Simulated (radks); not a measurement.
Te25+, 27 electrons, occupied as [Ar] 3d9. Calculated with a radial shooting solver on a logarithmic mesh with Libxc functionals: Dirac Kohn-Sham, exchange-only PBE, spin-unpolarised, spherical densities, finite nucleus; open shells fill j = l - 1/2 first; Fermi nuclear charge, rms radius 4.7423 fm.

Spin-orbit splittings of the eigenvalues, e(l+1/2) - e(l-1/2), with zeta = 2 splitting/(2l+1) and mean radii in bohr:

2p: occ. 6; splitting (eV) 276.0; zeta (eV) 184.0; <r> j=l-1/2 0.1005; <r> j=l+1/2 0.1061
3p: occ. 6; splitting (eV) 54.64; zeta (eV) 36.43; <r> j=l-1/2 0.3033; <r> j=l+1/2 0.3137
3d: occ. 9; splitting (eV) 11.80; zeta (eV) 4.719; <r> j=l-1/2 0.2817; <r> j=l+1/2 0.2849
